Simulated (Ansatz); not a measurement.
BH₃N, SMILES B[NH], multiplicity 2.

Geometry optimised at B3LYP-D3(BJ)/def2-TZVP. The isomer is the one that the SMILES or the coordinates give; other isomers of the formula were not compared.

Two levels are set side by side: PBE/def2-TZVPD (Ansatz, a program for electronic structure) and PBE0/def2-TZVPD (Ansatz). Energy differences of separate SCF runs at the same geometry; the states with an electron removed or added have multiplicity 1 and 1. Differences are taken from unrounded values.

```csv
quantity,PBE0
vertical ionisation energy (eV),10.62
vertical electron affinity (eV),1.04
```

Task: What does PBE give, and how far is it from PBE0? (Estimate from the structure and the level; the computed values follow.)

Result: 
```
quantity                           PBE  PBE minus PBE0
-------------------------------  -----  --------------
vertical ionisation energy (eV)  10.28           -0.34
vertical electron affinity (eV)   1.11            0.07
```
